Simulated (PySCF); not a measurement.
**How methods differ on the excitation energy of C²⁺**

C²⁺ [He] 2s2 (1S) → C²⁺ [He] 2p2 (3P), as a difference of total energies. Computed with PySCF 2.14 in dyall-av3z (15s9p3d2f, 71 functions), with no relativity, point nucleus. Correlated levels: valence: 1s2 frozen; virtual orbitals above 40 to 60 times the deepest correlated orbital energy dropped. The calculations carry no spin-orbit coupling.

| method | excitation energy (eV) |
| --- | --- |
| UHF | 15.373 |
| LDA | 13.935 |
| PBE | 14.050 |
| PBE0 | 14.559 |
| r2SCAN | 14.110 |
| B97-3 | 14.805 |
| PW91 | 14.013 |
| BHandHLYP | 15.215 |
| M06-L | 14.212 |
| MP2 (valence) | 16.411 |
| SCS-MP2 (valence) | 16.785 |

**Question.** How much does correlation contribute at MP2 (valence)?

**Answer.** 16.411 − (15.373) = 1.038 eV, measured against UHF.

A first-order spin-orbit estimate (lowest level to lowest level, LS coupling) adds -0.007 eV.
